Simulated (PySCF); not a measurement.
Isomers of C8H7FO2, mass 154.043 u with the commonest isotopes. Level of theory: PBE0/pcSseg-1 in PySCF (dipole) on a GFN2-xTB geometry, gas phase. One conformer each, none proved a minimum here; rigid rotors.

Question: Order these by rotational constant B, smallest first.
A. `[CH3:1][O:2][c:3]1[cH:4][cH:5][cH:6][c:7]([C:8](=[O:9])[F:10])[cH:11]1` with C1–O2–C3–C4 180°, C6–C7–C8–O9 180°
B. `[O:1]=[C:2]([OH:3])[CH2:4][c:5]1[cH:6][cH:7][cH:8][c:9]([F:10])[cH:11]1` with O1–C2–O3–H 1°, O1–C2–C4–C5 -83°, C2–C4–C5–C6 -111°
C. `[CH3:1][O:2][c:3]1[cH:4][cH:5][c:6]([C:7](=[O:8])[F:9])[cH:10][cH:11]1` with C1–O2–C3–C4 180°, C5–C6–C7–O8 180°
D. `[CH3:1][CH2:2][C:3]1=[C:4]([F:5])[C:6](=[O:7])[CH:8]=[CH:9][C:10]1=[O:11]` with C1–C2–C3–C4 -100°
E. `[O:1]=[C:2]([OH:3])[c:4]1[cH:5][cH:6][cH:7][c:8]([CH2:9][F:10])[cH:11]1` with O1–C2–O3–H 0°, O1–C2–C4–C5 180°, C7–C8–C9–F10 -3°

Answer: C (563.3 MHz), E (620.9 MHz), B (715.8 MHz), A (760.2 MHz), D (1044 MHz).

Question: Order these by out-of-plane moment Σ m c² = (Ia + Ib − Ic)/2, smallest first.
A. `[O:1]=[C:2]([OH:3])[CH2:4][c:5]1[cH:6][cH:7][cH:8][cH:9][c:10]1[F:11]` with O1–C2–O3–H -1°, O1–C2–C4–C5 12°, C2–C4–C5–C6 -99°
B. `[CH3:1][CH2:2][C:3]1=[C:4]([F:5])[C:6](=[O:7])[CH:8]=[CH:9][C:10]1=[O:11]` with C1–C2–C3–C4 -100°
C. `[O:1]=[C:2]([OH:3])[CH2:4][c:5]1[cH:6][cH:7][cH:8][c:9]([F:10])[cH:11]1` with O1–C2–O3–H 1°, O1–C2–C4–C5 -83°, C2–C4–C5–C6 -111°
D. `[CH3:1][O:2][c:3]1[cH:4][cH:5][c:6]([C:7](=[O:8])[F:9])[cH:10][cH:11]1` with C1–O2–C3–C4 180°, C5–C6–C7–O8 180°

Answer: D (1.61 u·Å²), B (23.27 u·Å²), C (43.15 u·Å²), A (58.73 u·Å²).

Question: Order these by rotational constant A, largest first.
A. `[O:1]=[C:2]([OH:3])[c:4]1[cH:5][cH:6][cH:7][c:8]([CH2:9][F:10])[cH:11]1` with O1–C2–O3–H 0°, O1–C2–C4–C5 180°, C7–C8–C9–F10 -3°
B. `[O:1]=[C:2]([OH:3])[CH2:4][c:5]1[cH:6][cH:7][cH:8][c:9]([F:10])[cH:11]1` with O1–C2–O3–H 1°, O1–C2–C4–C5 -83°, C2–C4–C5–C6 -111°
C. `[CH3:1][O:2][c:3]1[cH:4][cH:5][c:6]([C:7](=[O:8])[F:9])[cH:10][cH:11]1` with C1–O2–C3–C4 180°, C5–C6–C7–O8 180°
D. `[O:1]=[C:2]([OH:3])[CH2:4][c:5]1[cH:6][cH:7][cH:8][cH:9][c:10]1[F:11]` with O1–C2–O3–H -1°, O1–C2–C4–C5 12°, C2–C4–C5–C6 -99°
E. `[CH3:1][O:2][c:3]1[cH:4][cH:5][cH:6][c:7]([C:8](=[O:9])[F:10])[cH:11]1` with C1–O2–C3–C4 180°, C6–C7–C8–O9 180°
F. `[CH3:1][CH2:2][C:3]1=[C:4]([F:5])[C:6](=[O:7])[CH:8]=[CH:9][C:10]1=[O:11]` with C1–C2–C3–C4 -100°

Answer: C (3498 MHz), A (2549 MHz), D (2195 MHz), B (2003 MHz), E (1938 MHz), F (1594 MHz).

| SMILES | point group | Ia (u·Å²) | Ib (u·Å²) | Ic (u·Å²) | κ | μa (D) | μb (D) | μc (D) |
| --- | --- | --- | --- | --- | --- | --- | --- | --- |
| O=C(O)Cc1cccc(F)c1 | C1 | 252.35 | 706.04 | 872.10 | -0.81 | 0.90 | 2.84 | 0.10 |
| COc1ccc(C(=O)F)cc1 | Cs | 144.49 | 897.24 | 1038.51 | -0.95 | 5.43 | 0.31 | 0.00 |
| CCC1=C(F)C(=O)C=CC1=O | C1 | 317.14 | 484.30 | 754.90 | -0.19 | 0.81 | 1.08 | 0.23 |
| O=C(O)c1cccc(CF)c1 | near Cs | 198.24 | 813.98 | 1008.92 | -0.88 | 0.71 | 1.08 | 0.06 |
| COc1cccc(C(=O)F)c1 | Cs | 260.82 | 664.84 | 922.44 | -0.69 | 3.23 | 1.06 | 0.00 |
| COC(=O)c1ccc(F)cc1 | Cs | 144.83 | 885.82 | 1027.48 | -0.95 | 0.91 | 1.70 | 0.00 |
| O=C(O)Cc1ccccc1F | C1 | 230.26 | 657.99 | 770.78 | -0.85 | 0.02 | 1.00 | 1.21 |
